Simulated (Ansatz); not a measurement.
Start from `O[P](O)[GeH3]` and change one atom or group to get `NP(O)O`.

Ansatz, PBE0-D4/def2-TZVP geometries, multiplicity 1. Each molecule was computed in one conformer, which needn't be the lowest.

Scalar relativity is left out up to krypton.

| property | `O[P](O)[GeH3]` |
| --- | --- |
| HOMO–LUMO gap (B3LYP/def2-TZVPP) / eV | 6.01 |
| size of the dipole moment (ωB97M-V/def2-TZVPP) / D | 1.04 |
| HOMO energy (PBE0/def2-TZVPP) / eV | -6.65 |
| HOMO energy (PBE/def2-TZVPP) / eV | -5.53 |
| size of the dipole moment (B3LYP/def2-TZVPP) / D | 1.06 |
| zero-point energy (PBE0-D4/def2-TZVP) / kJ/mol | 139.1 |

(1) Give the same properties after the change, and the shifts. (An estimate is asked.)

## Answers

(1) The calculation gave: 
```csv
property,`NP(O)O`,shift
HOMO–LUMO gap (B3LYP/def2-TZVPP) / eV,7.14,1.13
size of the dipole moment (ωB97M-V/def2-TZVPP) / D,0.62,-0.42
HOMO energy (PBE0/def2-TZVPP) / eV,-6.75,-0.10
HOMO energy (PBE/def2-TZVPP) / eV,-5.46,0.07
size of the dipole moment (B3LYP/def2-TZVPP) / D,0.61,-0.45
zero-point energy (PBE0-D4/def2-TZVP) / kJ/mol,146.0,6.9
```

With PBE0 the HOMO falls by 0.10 eV and the LUMO rises by 1.09 eV, so the gap widens by about 1.19 eV. PBE moves the HOMO by 0.07 eV and ωB97M-V by -0.28 eV. The zero-point energy changes by 6.9 kJ/mol with -3 modes. Dipoles are sizes alone; their direction can turn.

B3LYP here is the variant with VWN-RPA as its local correlation; programs differ in this.
